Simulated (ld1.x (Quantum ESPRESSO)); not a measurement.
silicon (Si): TM pseudisation with LDA (PZ), scalar-relativistic reference atom.

* Element: silicon
* Generator: ld1.x (Quantum ESPRESSO) 7.5
* Type: norm-conserving Troullier–Martins (Kleinman–Bylander form)
* Functional: LDA (PZ)
* Relativity: scalar-relativistic
* Frozen core: [He]
* Valence charge: 12
* Reference configuration: 2s2 2p6 3s2 3p2
* Partial waves: 2p (bound): rc 0.75 bohr; 2s (bound): rc 0.75 bohr
* Local potential: the s channel
* Core correction: Bessel-smoothed model core, default radius (core density twice the valence density)

Occupied shells without a wave of their own: 3p, 3s. They enter only through the test configuration that unscreens the potential, and ld1.x also counts them in the model core charge.

Problem. Does the generator finish with these settings?

Solution. Yes, a potential is produced.

Problem. Estimate the cutoffs (Ry, on a coarse ladder) from which the occupation-weighted sum of valence levels, in a spherical-Bessel basis at the reference potential, stays within 10 and 1 mRy of its value at 400 Ry.

Solution. 300 Ry and over 300 Ry.

Problem. Does the potential have ghost states?

Solution. No extra level below or beside the all-electron valence levels (p, s, d, f tested).

Problem. Tests: 2s2 2p6 3s2 3p1; 2s2 2p6 3s2 3p0; 2s2 2p6 3s1 3p0; 2s2 2p6 3s1 3p2; 2s2 2p6 3s0 3p4; 2s2 2p6 3s2 3p2.3; 2s2 2p5 3s2 3p2. Which has the largest error in its energy relative to the reference configuration, and how large is it?

Solution. 2s2 2p6 3s1 3p0, with -2077 meV (all-electron minus pseudo) on +58.09 eV.

ld1.x takes every shell without a wave as core, so the model core holds the 3p, 3s electrons as well and exchange and correlation see them twice. This cancels in the reference configuration, but the file is broken for other ones, and its errors say nothing about a proper core correction.
